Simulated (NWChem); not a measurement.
System: CH₄F₂OSi; SMILES C[Si](O)(F)F

```xyz
9

C      0.3840    -1.7928     0.0022
Si    -0.0184    -0.0025    -0.0007
O     -1.6410     0.2168    -0.0085
F      0.6390     0.7458    -1.2735
F      0.6270     0.7482     1.2768
H     -0.0349    -2.2813     0.8942
H      1.4735    -1.9440     0.0023
H     -0.0349    -2.2836    -0.8886
H     -1.9831     1.1157    -0.0093
```
Atoms are numbered in this order, from 1.

Level: PBE0/def2-SVP (NWChem), optimised geometry, unscaled harmonic frequencies. 

Q: List the harmonic frequencies with IR intensities, and the thermochemistry.

A: 
```json
[
 {"frequency (cm⁻¹)": "103", "IR intensity (km/mol)": "1.2"},
 {"frequency (cm⁻¹)": "176", "IR intensity (km/mol)": "31.1"},
 {"frequency (cm⁻¹)": "216", "IR intensity (km/mol)": "2.1"},
 {"frequency (cm⁻¹)": "248", "IR intensity (km/mol)": "39.1"},
 {"frequency (cm⁻¹)": "326", "IR intensity (km/mol)": "21.9"},
 {"frequency (cm⁻¹)": "348", "IR intensity (km/mol)": "82.8"},
 {"frequency (cm⁻¹)": "356", "IR intensity (km/mol)": "71.9"},
 {"frequency (cm⁻¹)": "692", "IR intensity (km/mol)": "10.2"},
 {"frequency (cm⁻¹)": "762", "IR intensity (km/mol)": "53.7"},
 {"frequency (cm⁻¹)": "779", "IR intensity (km/mol)": "3.1"},
 {"frequency (cm⁻¹)": "797", "IR intensity (km/mol)": "72.4"},
 {"frequency (cm⁻¹)": "919", "IR intensity (km/mol)": "210.4"},
 {"frequency (cm⁻¹)": "962", "IR intensity (km/mol)": "213.1"},
 {"frequency (cm⁻¹)": "996", "IR intensity (km/mol)": "216.2"},
 {"frequency (cm⁻¹)": "1286", "IR intensity (km/mol)": "59.5"},
 {"frequency (cm⁻¹)": "1422", "IR intensity (km/mol)": "5.7"},
 {"frequency (cm⁻¹)": "1425", "IR intensity (km/mol)": "4.3"},
 {"frequency (cm⁻¹)": "3075", "IR intensity (km/mol)": "0.2"},
 {"frequency (cm⁻¹)": "3184", "IR intensity (km/mol)": "0.0"},
 {"frequency (cm⁻¹)": "3185", "IR intensity (km/mol)": "0.0"},
 {"frequency (cm⁻¹)": "3938", "IR intensity (km/mol)": "130.2"}
]
```

The zero-point energy comes out as 36.0 kcal/mol and the thermal correction to the enthalpy at 298.15 K (with zero-point energy) comes out as 40.9 kcal/mol. The heat capacity Cv is 22.6 cal/(mol K), the entropy at 298.15 K and 1 atm (symmetry number 1) is 80.4 cal/(mol K) and the dipole moment is 1.18 D.

Rigid rotor and harmonic oscillator.
